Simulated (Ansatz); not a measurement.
Abridged output of a molecular run in Ansatz:

```
Functional definition: HF
1016 factors; integrals over basis functions are off by at most 1.2e-3 eV
mean field evaluation 1: about -10161.4715 eV, gradient 1.5e1 eV
mean field evaluation 2: about -10161.4790 eV, gradient 1.5e1 eV
mean field evaluation 4: about -10163.1888 eV, gradient 2.9e0 eV
mean field evaluation 8: about -10163.3888 eV, gradient 6.0e-1 eV
mean field evaluation 16: about -10163.4497 eV, gradient 2.2e-6 eV
mean field -10163.44974298 eV, -373.4998890208 hartree, gradient 2.3e-6 eV, S^2 0.977224; 0 other end points of the search recorded, 0 dependent functions left out
6 core orbitals not correlated: weight in the atoms' cores, before any rotation towards them, 1.000 or more for the frozen orbitals, at most 0.000 for the correlated occupied ones
reference -10163.44974298 eV, -373.4998890208 hartree; 14, 13 occupied and 120, 121 virtual orbitals, 1016 factors
second order -21.01102022 eV of doubles, -0.00000000 eV of singles
cycle   1  -20.19944194 eV  change    8.1e-1 eV  update   1.1e-1
cycle   2  -20.82016582 eV  change   -6.2e-1 eV  update   4.5e-2
cycle   3  -20.98941396 eV  change   -1.7e-1 eV  update   3.3e-2
cycle   4  -20.99648817 eV  change   -7.1e-3 eV  update   1.7e-2
cycle   5  -21.01726415 eV  change   -2.1e-2 eV  update   7.8e-3
cycle   6  -21.02178019 eV  change   -4.5e-3 eV  update   3.0e-3
cycle   7  -21.02066254 eV  change    1.1e-3 eV  update   1.2e-3
cycle   8  -21.02114583 eV  change   -4.8e-4 eV  update   5.2e-4
cycle   9  -21.02143459 eV  change   -2.9e-4 eV  update   2.2e-4
cycle  10  -21.02129246 eV  change    1.4e-4 eV  update   1.0e-4
cycle  11  -21.02145400 eV  change   -1.6e-4 eV  update   6.1e-5
cycle  12  -21.02144557 eV  change    8.4e-6 eV  update   2.9e-5
perturbative correction -0.70927352 eV, -0.0260653210 hartree
Total energy: -10185.18046206 eV, -374.2984782175 hartree
Checks for a lower state left out: cluster_reference
```

Its atoms:

```xyz
5

C    -0.0570   -0.0873   -0.9949
C     0.0528   -0.3896    0.2465
I     0.0093    1.1293    1.7608
H    -0.1787    0.7194   -1.6954
H     0.1737   -1.3718    0.6830
```

(1) Which basis set was used?
A. def2-QZVPP
B. cc-pV(D+d)Z
C. def2-TZVPPD
D. def2-TZVPP

(2) Write the keys of the input that set method, charge and spin (a neutral closed shell needs none for the last two).

Answers

(1) D. It gives 140 functions.

(2) 
```yaml
magnetization: {spin_polarized: true, initial_magnetization: 1}
correlation: {method: ccsd_t}
scf: {omitted_lower_state_checks: [cluster_reference]}
```
